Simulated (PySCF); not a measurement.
Structure problem from calculated spectra and properties.

Formula: C2H12BNPSi; charge +1.

- Polarisability: 97.1 au [CAM-B3LYP/def2-SVPD]
- Rotational structure: rotational constants A, B, C: 3.103, 1.287, 1.135 GHz [PBE0-D3(BJ)/def2-SVP]
- NMR, other nuclei: isotropic shieldings of nuclei other than C and H, by class: 5 (1 B), 200 (1 N), 357 (1 Si), 443 (1 P) ppm [GIAO PBE/pcSseg-1]
- Valence photoelectron: vertical ionisation energy: 12.91 eV [ΔSCF CAM-B3LYP/def2-SVPD]
- UV, strongest line: among the 10 lowest singlet transitions: S5 at 6.11 eV (203 nm, f = 0.125) [TDDFT CAM-B3LYP/def2-SVPD]
- 13C NMR: chemical shifts (computed TMS as zero) by class: 41.3 (2 C) ppm [GIAO PBE/pcSseg-1]

The electronic properties come from PySCF, for the isolated species, density fitting. Levels stand in brackets. The structure is a single PBE0-D3(BJ)/def2-SVP conformer in the gas phase; no vibrational or solvent corrections. NMR values are class means; diastereotopic atoms form classes of their own.

Question: Give a SMILES that accounts for the data.

Answer: Numbering: `[BH2:1][PH2+:2][SiH2:3][N:4]([CH3:5])[CH3:6]`. 2 carbons fall into 1 class: N-methyl carbon [C5/C6] (41.3 ppm, 2 C). The other shieldings belong to: 5 ppm, three-coordinate boron [B1]; 200 ppm, silicon-bound nitrogen [N4]; 357 ppm, SiH2 silicon [Si3]; 443 ppm, phosphorus bonded to B, Si and 2 H [P2]. The first electron is taken from the HOMO, whose largest Löwdin shares are 0.50 on the silicon-bound nitrogen, 0.09 on each of 2 atoms of one kind (N-methyl carbon) and 0.07 on the phosphorus bonded to B, Si and 2 H. The optimised geometry has point group C1 and is an asymmetric top. Structure: `CN([SiH2][PH2+]B)C`. The assignments are read from this structure; whether some other isomer fits the data as well wasn't checked.

Shape of the structure used: `[BH2:1][PH2+:2][SiH2:3][N:4]([CH3:5])[CH3:6]`: B1–P2–Si3–N4 48°, P2–Si3–N4–C5 -80°.
